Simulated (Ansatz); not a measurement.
One geometry of Sb2H4, several levels of theory.

```yaml
crystal:
  periodic: [false, false, false]
  atoms:
    - {symbol: Sb, position_ang: [0.370212, -0.775977, 1.148962]}
    - {symbol: Sb, position_ang: [-0.360044, 0.780580, -1.149061]}
    - {symbol: H, position_ang: [1.873966, -1.173690, 0.422340]}
    - {symbol: H, position_ang: [-0.355728, -2.167828, 0.453864]}
    - {symbol: H, position_ang: [0.344426, 2.179461, -0.445968]}
    - {symbol: H, position_ang: [-1.872832, 1.157464, -0.430147]}
basis:
  gaussian: {orbitals: def2-TZVP, initial_orbitals: start.molden}
hamiltonian: {xc: {name: B2PLYP}}
scf: {omitted_lower_state_checks: [starts]}
```

The file start.molden holds the orbitals of an earlier run on this structure, at another level or in another basis.

```sh
$ ansatz run in.yaml --threads 4 --pin off --events-out ev --progress --plain --max-ram 3916MiB
```

Output, abridged:

```
Functional definition: B2PLYP
  name "B2PLYP"
  cite "Grimme, J. Chem. Phys. 124, 034108 (2006) doi:10.1063/1.2148954"
  cite "Becke, Phys. Rev. A 38, 3098 (1988) doi:10.1103/PhysRevA.38.3098"
  cite "Lee, Yang & Parr, Phys. Rev. B 37, 785 (1988) doi:10.1103/PhysRevB.37.785"
  parameter a = 0.53
  parameter c = 0.27
  exchange = (1 - a)*b88_x + a*exact_x
  correlation = (1 - c)*lyp_c + c*(mp2_os + mp2_ss)
these checks for a lower state are left out or cut short: starts
1134 factors; integrals over basis functions are off by at most 6.1e-4 eV
mean field evaluation 1: about -13122.3970 eV, gradient 5.3e0 eV
mean field evaluation 2: about -13122.4728 eV, gradient 7.0e-2 eV
mean field evaluation 4: about -13122.5893 eV, gradient 1.4e-3 eV
mean field evaluation 8: about -13122.5893 eV, gradient 9.9e-7 eV
mean field -13122.58930007 eV, -482.2462619669 hartree, gradient 1.0e-6 eV, S^2 0.000000; 0 other end points of the search recorded, 0 dependent functions left out
8 core orbitals not correlated: weight in the atoms' cores, before any rotation towards them, 1.000 or more for the frozen orbitals, at most 0.000 for the correlated occupied ones
reference -13122.58946084 eV, -482.2462678753 hartree; 17, 17 occupied and 99, 99 virtual orbitals, 1134 factors
second order -22.71008390 eV of doubles, -0.00000000 eV of singles
Total energy: -13128.72118349 eV, -482.4716045266 hartree
Checks for a lower state left out: starts
```

Hardware: 4 threads of Arm Neoverse V2 on a shared host. Wall time 2.1 s.

First input, but with `gaussian: {orbitals: def2-TZVPD, initial_orbitals: start.molden}`, `hamiltonian: {xc: r2scan, dispersion: d4}`, `output: {orbitals: {seedname: orbitals}}` (abridged; 2.4 s):

```
Functional definition: r2SCAN
mean field -13145.51039213 eV, -483.0885965640 hartree, gradient 1.4e-5 eV, S^2 0.000000
Total energy: -13145.54038269 eV, -483.0896986966 hartree
Checks for a lower state left out: starts
```

The first input with `gaussian: {orbitals: def2-TZVPD, initial_orbitals: start.molden}`, `hamiltonian: {xc: pbe0, dispersion: d4}`, `output: {orbitals: {seedname: orbitals}}` (abridged; 1.7 s):

```
Functional definition: PBE0
mean field -13140.69475944 eV, -482.9116253267 hartree, gradient 1.5e-5 eV, S^2 0.000000
Total energy: -13140.81659606 eV, -482.9161027397 hartree
Checks for a lower state left out: starts
```

As the first input, with `hamiltonian: {xc: pbe0, dispersion: d4}`, `output: {forces: true, orbitals: {seedname: orbitals}}` and without the key `scf` (abridged; 2.2 s):

```
Functional definition: PBE0
mean field evaluation 16: about -13140.6866 eV, gradient 1.0e-1 eV
mean field -13140.68662864 eV, -482.9113265251 hartree, gradient 7.8e-6 eV, S^2 0.000000; 1 other end points of the search recorded, 0 dependent functions left out
Total energy: -13140.80846344 eV, -482.9158038714 hartree
Atom 0 force    -0.031046     0.060150    -0.252117 eV/Å
Atom 1 force     0.029454    -0.060720     0.252192 eV/Å
Atom 2 force    -0.072437     0.016608     0.027938 eV/Å
Atom 3 force     0.036991     0.065055     0.026588 eV/Å
Atom 4 force    -0.035857    -0.065778    -0.026927 eV/Å
Atom 5 force     0.072896    -0.015315    -0.027674 eV/Å
Dipole moment:     0.000758     0.000338    -0.000005 e Å
```

Geometry: B3LYP-D4/def2-TZVP.

In the def2 sets Sb takes a core potential; there is no spin–orbit coupling. Correlated methods freeze 8 core orbitals; core or outer-core shells of Sb are correlated, in sets that lack core-valence functions.
